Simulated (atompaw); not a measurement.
Building the PAW (atompaw) potential for Ru (Z = 44) (LDA (PW92), scalar-relativistic).

```json
{"Element": "Ru (Z = 44)", "Generator": "atompaw 4.2.0.5", "Type": "PAW", "Functional": "LDA (PW92)", "Relativity": "scalar-relativistic", "Frozen core": "[Ar] 3d10", "Valence charge": "16", "Reference configuration": "4s2 4p6 4d7 5s0 5p0 (charge +1)", "Partial waves": "4s (bound); 5s (bound, empty); 4p (bound); 5p (bound, empty); 4d (bound); 4d channel at 0.05 Ry", "Local potential": "ultrasoft scheme with l = 3 at 0.5 Ry, radius 1.55 bohr", "Core correction": "smooth core density matched at 1.20 bohr", "Augmentation charge": "sinc compensation charge, radius 1.95 bohr; PAW radius 2.10 bohr; waves and projectors: bloechl"}
```

Results:

```
Cutoffs needed                                           : 70 Ry and 90 Ry (the cutoffs (Ry, on a coarse ladder) from which the occupation-weighted sum of valence levels, in a spherical-Bessel basis at the reference potential, stays within 10 and 1 mRy of its value at 400 Ry)
Ghost test                                               : no extra level below or beside the all-electron valence levels (s, p, d, f tested) (spherical-Bessel basis up to 400 Ry, 20 bohr box)
Lowest eigenvalue of the overlap operator                : 0.30 (s channel)
Overlap eigenvalues printed by atompaw (projector basis) : 0.0011, 0.0932, 0.45, 2.06, 3.74, 7.9
Share of each valence orbital outside the PAW sphere     : 4s 1 %, 5s 82 %, 4p 2 %, 5p 93 %, 4d 23 %
```

Generation and tests took about 4.5 s on one core of a shared server CPU.
